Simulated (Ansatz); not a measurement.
Relaxation of AlClH₅NO₂ (10 atoms, charge 0, multiplicity 1), to a largest force component of 0.03 eV/Å in at most 50 steps.

Level of theory: RKS PBE-D4/cc-pVDZ in Ansatz.

```xyz
10
Properties=species:S:1:pos:R:3:forces:R:3
Al 0.115 0.544 -0.319 0.20 0.89 1.21
O 0.029 -0.234 2.536 0.03 0.49 -0.61
H -0.950 -0.254 2.586 0.05 0.02 0.00
Cl 1.841 -0.540 -0.934 0.05 -0.10 -0.09
O -1.533 0.138 -0.681 -0.05 -0.02 -0.01
H -1.726 -0.724 -1.089 0.00 -0.03 -0.02
N 0.388 2.147 0.634 -0.22 -1.01 -0.48
H 1.317 2.573 0.522 -0.01 0.02 0.01
H -0.320 2.882 0.505 0.03 -0.01 0.02
H 0.204 0.736 2.384 -0.08 -0.26 -0.03
```

Q: Where does it end, and by what steps?

A: It converged. After 10 steps the energy has fallen by 0.687 eV; O2 moved furthest, 0.52 Å. Joined: Al1–O2 (2.96 → 2.02 Å).

```json
{"step": "0", "energy less start (eV)": "0.0000", "largest force component (eV/Å)": "1.208", "accepted": "yes"}
{"step": "1", "energy less start (eV)": "-0.2244", "largest force component (eV/Å)": "0.970", "accepted": "yes"}
{"step": "2", "energy less start (eV)": "-0.4858", "largest force component (eV/Å)": "1.317", "accepted": "yes"}
{"step": "3", "energy less start (eV)": "-0.5583", "largest force component (eV/Å)": "1.432", "accepted": "yes"}
{"step": "4", "energy less start (eV)": "-0.6571", "largest force component (eV/Å)": "0.364", "accepted": "yes"}
{"step": "5", "energy less start (eV)": "-0.6744", "largest force component (eV/Å)": "0.158", "accepted": "yes"}
{"step": "6", "energy less start (eV)": "-0.6835", "largest force component (eV/Å)": "0.172", "accepted": "yes"}
{"step": "7", "energy less start (eV)": "-0.6856", "largest force component (eV/Å)": "0.098", "accepted": "yes"}
{"step": "8", "energy less start (eV)": "-0.6866", "largest force component (eV/Å)": "0.038", "accepted": "yes"}
{"step": "9", "energy less start (eV)": "-0.6868", "largest force component (eV/Å)": "0.089", "accepted": "yes"}
{"step": "10", "energy less start (eV)": "-0.6870", "largest force component (eV/Å)": "0.020", "accepted": "yes"}
```

```xyz
10
Properties=species:S:1:pos:R:3
Al 0.112 0.393 0.081
O 0.077 -0.063 2.049
H -0.828 -0.329 2.316
Cl 1.771 -0.642 -0.821
O -1.541 0.041 -0.384
H -1.689 -0.591 -1.108
N 0.371 2.116 0.756
H 1.298 2.549 0.651
H -0.319 2.827 0.482
H 0.114 0.966 2.122
```

The run took 21 s on 2 threads of Intel(R) Xeon(R) Platinum 8488C (Sapphire Rapids) (shared host), peak memory 0.17 GiB.
